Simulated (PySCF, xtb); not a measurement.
B(Br)2(OH) (BBr₂HO), SMILES OB(Br)Br. The values are those of a single conformer.

Harmonic wavenumbers (cm⁻¹) from GFN2-xTB (xtb) at its own minimum, in rising order: 156, 277, 393, 409, 589, 683, 925, 1289, 3582.

Problem. What does PBE0-D3(BJ)/def2-SVP in PySCF give at its own minimum? (An estimate is asked for; the answer gives what the named calculation found.)

Solution. 170, 304, 436, 456, 577, 783, 1086, 1401, 3882. Paired by order, the mean absolute difference is 91 cm⁻¹ and the zero-point energies are 11.9 and 13.0 kcal/mol.
